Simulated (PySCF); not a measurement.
**Computed properties of H8N2Si3, SMILES N[SiH]1[SiH2]N[SiH2]1**

H₈N₂Si₃, SMILES [SiH2]1[SiH]([SiH2]N1)N. Geometry: B3LYP-D3(BJ)/def2-SVP. The structure was generated by enumeration, and PubChem lists no compound with its InChIKey, so it may never have been made. The values are those of a single conformer. All values are computed for the isolated molecule unless a solvent is named; none is compared with measurement here.

**Structure.** All 33 harmonic modes at B3LYP-D3(BJ)/def2-SVP (PySCF) are real, so it is a minimum. With heavy atoms numbered as in [NH2:1][SiH:2]1[SiH2:3][NH:4][SiH2:5]1, the shortest bond between them is N1–Si2 at 1.738 Å and the longest Si2–Si5 at 2.383 Å.

**Vibrations.** The strongest infrared lines (harmonic, unscaled, degenerate partners summed) lie at 891 cm⁻¹ (330 km/mol, H 70 %, N 16 %, Si 14 %), 2164 cm⁻¹ (300 km/mol, H 96 %), 977 cm⁻¹ (268 km/mol, H 96 %). The softest mode is at 82 cm⁻¹ and the zero-point energy is 53.7 kcal/mol.

**Electronic structure.** HF/def2-TZVP (PySCF) places the frontier levels at -8.91 and 2.31 eV, a gap of 11.22 eV, and gives a dipole moment of 1.13 D and a mean polarisability of 89.5 bohr³. PBE/def2-TZVP (PySCF) at the same geometry gives -5.39 and -1.40 eV, so its gap is 7.23 eV narrower. An orbital gap is neither the optical nor the fundamental gap.

**Excitations.** TDA-CAM-B3LYP/def2-SVPD (PySCF) has S1 at 4.89 eV (253 nm, f = 0.008, weak); the most intense of the 10 singlets computed lies at 6.49 eV (f = 0.18). T1 (TDA) is at 4.38 eV, 0.51 eV under S1. TDA-PBE/def2-SVPD (PySCF) puts S1 at 4.23 eV. No vertical singlet excitation falls in the visible range (under 3.1 eV).

**NMR.** GIAO shifts at B3LYP/pcSseg-1 (PySCF) (non-relativistic, atoms alike by connectivity averaged): ¹H from 0.3 to 5.7 ppm against TMS; ²⁹Si from -16.3 to -7.9 ppm against TMS.

**Solvation.** SMD-M06-2X/def2-SVP (PySCF) gives -0.3 kcal/mol in water, -2.4 kcal/mol in dimethylsulfoxide, -3.6 kcal/mol in dichloromethane (1 M in both phases, gas-phase geometry); of these solvents dichloromethane holds the molecule best.
